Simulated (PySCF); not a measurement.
Compounds:

A. SMILES CC1=CCCCO1
B. SMILES C1C(/C=N/[SiH3])C1
C. SMILES c1c(OCC)cncc1

Spectrum 1. ¹H NMR (400 MHz, computed): δ 7.72 (d, 1H), 4.95 (s, 3H), 1.80 (m, 1H), 0.94 (m, 2H), 0.70 (m, 2H). ¹³C{¹H} NMR (computed): δ 183.4 (CH), 26.4 (CH), 8.0 (CH2).

Spectrum 2. ¹H NMR (400 MHz, computed): δ 4.69 (tq, J = 4.5, 1.2 Hz, 1H), 4.11 (m, 2H), 2.10 (m, 2H), 1.80 (td, J = 2.1, 1.2 Hz, 3H), 1.62 (m, 2H). ¹³C{¹H} NMR (computed): δ 159.8 (C), 100.2 (CH), 68.5 (CH2), 25.5 (CH2), 25.1 (CH2), 23.6 (CH3).

Spectrum 3. ¹H NMR (400 MHz, computed): δ 8.56 (d, 1H), 8.40 (s, 1H), 7.50 (m, 1H), 7.39 (m, 1H), 4.07 (q, 2H), 1.55 (t, 3H). ¹³C{¹H} NMR (computed): δ 161.3 (C), 147.8 (CH), 136.3 (CH), 130.5 (CH), 128.8 (CH), 65.7 (CH2), 17.7 (CH3).

Level of theory: couplings computed with B3LYP/pcJ-1 (spin–dipole term left out of most H,H and C,H couplings), shieldings: GIAO PBE0/pcSseg-1, GFN2-xTB geometry, in PySCF (one computed conformer, averaged over atoms made equivalent by symmetry, fast rotation or ring inversion, no solvent model, relativity neglected).

Chemical shifts δ = σref − σ; TMS for ¹H and ¹³C, all at this level. Multiplet labels drop J under 1 Hz and among equivalent protons, and merge close values. Unscaled 3J(H,H) run several per cent high. Where no couplings were computed, multiplicities follow the n + 1 count of equivalent neighbours, and m marks all less simple cases (inequivalent or close neighbours, rings, F or P nearby). Shifts are as computed. Against solution values, carbons near 30 ppm lie about +3 ppm off and those near 130 ppm about +5 ppm. Of 1211 compounds with measured shifts, 218 miss one by over three times the rms of a fit or turn the order of signals round; such compounds aren't used in these exercises.

**Question.** Match each spectrum to its structure.

**Answer.** 1–B, 2–A, 3–C.

- Spectrum 1 (B): 3 ¹³C signals; δC 26.4 is a three-membered-ring carbon; δC 8.0 is a three-membered-ring carbon.
- Spectrum 2 (A): 6 ¹³C signals; δC 159.8 is an alkene carbon bearing oxygen; δC 100.2 is a β carbon of an enol-ether or enamine type C=C.
- Spectrum 3 (C): 7 ¹³C signals; δC 161.3 is an aromatic carbon bearing oxygen; δC 147.8 is an aromatic CH next to a ring nitrogen.
